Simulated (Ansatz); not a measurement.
Two isomers of CH2BF3O: A = `OC(F)B(F)F`, B = `OC(F)(F)BF`.

Calculated with Ansatz (gas phase, PBE0-D4/def2-TZVP geometries, no zero-point term in ΔE). CCSD(T)/CBS is the MP2 limit (def2-TZVPP, def2-QZVPP) plus CCSD(T) − MP2 in def2-TZVPP, frozen cores. DFT in def2-TZVPP. B3LYP here is the variant with VWN-RPA as its local correlation; programs differ in this. One conformer a species, not always the lowest.

Question: Which is lower in electronic energy at CCSD(T)/CBS, and by how much? (An estimate is asked.)

Answer: Ansatz gave: A, by 177.3 kJ/mol.

Question: Give E(B) − E(A) in kJ/mol with B3LYP-D4, CCSD(T)/def2-TZVPP, CCSD(T)/def2-SVP, BLYP-D4, ωB97M-V, PBE0-D4, B3LYP. (Best estimate.)

Answer: The calculation gave: B3LYP-D4 173.9, CCSD(T)/def2-TZVPP 176.0, CCSD(T)/def2-SVP 170.5, BLYP-D4 170.3, ωB97M-V 171.0, PBE0-D4 171.5, B3LYP 174.0. None reverses the order clearly.

Question: Does the order hold for the free energy at 298.15 K (harmonic terms from PBE0-D4)? (Estimate.)

Answer: Computed: Yes: G(B) − G(A) = +171.3 kJ/mol, for one conformer each. Modes under 60 cm⁻¹, often nearly free rotors, make the harmonic entropy too high.

Largest T1 diagnostic: 0.013.

Leaving LDA and LC-ωPBE aside and taking each functional with its dispersion term where it has one, the values, not all of them listed here, spread over 10.4 kJ/mol, from revPBE-D4 to BHLYP-D4. From PBE to PBE0 (25 % exact exchange), in def2-TZVPP and without D4, E(B) − E(A) moves by +4.6 kJ/mol.
